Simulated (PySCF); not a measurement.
## Electronic absorption of C6H11F

C₆H₁₁F.
SMILES: `C=CCC[C@@H](C)F`

Method used: TDDFT PBE0/def2-SVPD, vertical, gas phase, core orbitals frozen in the response in PySCF. Isolated species at its GFN2-xTB geometry (one conformer only). Torsions of this conformer, `[CH2:1]=[CH:2][CH2:3][CH2:4][C@@H:5]([CH3:6])[F:7]`: C1–C2–C3–C4 120°, C2–C3–C4–C5 180°, C3–C4–C5–C6 177°.

```tsv
state	E (eV)	E (kJ/mol)	λ (nm)	f	main configurations (H = HOMO, L = LUMO)
S1	7.26	700	170.8	0.034	H→L+1 (67%), H→L+2 (21%), H→L+3 (11%)
S2	7.49	723	165.5	0.483	H→L (93%)
S3	7.63	737	162.4	0.0049	H→L+3 (80%)
S4	7.72	745	160.5	0.0031	H→L+2 (64%), H→L+1 (25%)
S5	8.02	774	154.6	0.0048	H-1→L (63%), H-4→L (14%), H-3→L (12%)
S6	8.17	788	151.8	0.018	H→L+4 (87%)
S7	8.59	829	144.3	0.0031	H→L+5 (39%), H-3→L (29%), H→L+6 (15%)
S8	8.61	830	144.1	0.0033	H-3→L (46%), H→L+5 (23%), H→L+6 (12%)
```

Triplets, Tamm–Dancoff:

| state | E (eV) | λ (nm) | main configurations (H = HOMO, L = LUMO) |
| --- | --- | --- | --- |
| T1 | 4.47 | 277.1 | H→L (94%) |
| T2 | 7.13 | 173.8 | H→L+1 (56%), H→L+2 (26%), H→L+3 (16%) |
| T3 | 7.51 | 165.2 | H-1→L (37%), H→L+3 (17%), H-4→L (15%) |

The lowest singlet comes at 171 nm (700 kJ/mol) in the vacuum ultraviolet; it is of moderate strength; its leading configuration is HOMO→LUMO+1 (67%). The most intense listed level is S2 at 7.49 eV (165 nm, f = 0.483), 0.23 eV above S1. Löwdin shares by element: HOMO carbon 84% or more (atoms not listed hold the other 16%); LUMO carbon 70% or more, hydrogen 13% or more (atoms not listed hold the other 18%). The oscillator strengths of these states sum to 0.554; summed over the whole spectrum of an exact calculation they would give the number of electrons, 56 (Thomas–Reiche–Kuhn). Orbital energies (eV): HOMO-3 -9.79, HOMO-2 -9.34, HOMO-1 -9.12, HOMO -7.48, LUMO 0.36, LUMO+1 0.82, LUMO+2 1.24. Weighted by f, the mean energy of these states is 7.52 eV. Singlets were solved by full linear response, triplets in the Tamm–Dancoff approximation.
